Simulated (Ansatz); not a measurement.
Calculated with Ansatz (gas phase, PBE0-D4/def2-TZVP geometries, no zero-point term in ΔE). CCSD(T)/CBS is the MP2 limit (def2-TZVPP, def2-QZVPP) plus CCSD(T) − MP2 in def2-TZVPP, frozen cores. Functionals use def2-TZVPP. B3LYP here is the variant with VWN-RPA as its local correlation; programs differ in this. For Zn outer-core shells are correlated without core-valence functions, which leaves a few kJ/mol of doubt a bond. Scalar relativity is left out up to krypton. One conformer a species, not always the lowest.

Consider the formal exchange of groups at a B–Zn bond: `[F][Zn][BH][SiH3]` + disilane → `[SiH3]B[SiH2][SiH3]` + `[F][ZnH]`.

| level | ΔE (eV) |
| --- | --- |
| ωB97X-V | 0.01 |
| ωB97M-V | 0.01 |
| PBE | -0.01 |
| PBE0 | -0.01 |
| B3LYP | 0.08 |
| MP2/def2-TZVPP | 0.01 |
| CCSD/def2-TZVPP | 0.01 |
| HF/CBS(def2) | 0.10 |

Q: What does CCSD(T)/CBS give? (Estimate.)

A: The calculation gave: +0.01 eV. The listed levels differ from it by 0.00, 0.00, -0.02, -0.02, 0.07, 0.00, 0.00, 0.09 eV.

Largest T1 diagnostic among the species: 0.018.

The D4 term adds −0.09 eV with B3LYP and −0.05 eV with PBE0; it sums over pairs of atoms, weighted by their polarisabilities, and B3LYP, whose exchange is more repulsive, gets the larger term. In def2-TZVPP, CCSD(T) changes the Hartree–Fock value by −0.11 eV (the triples alone add −0.02 eV) and MP2 by −0.09 eV.
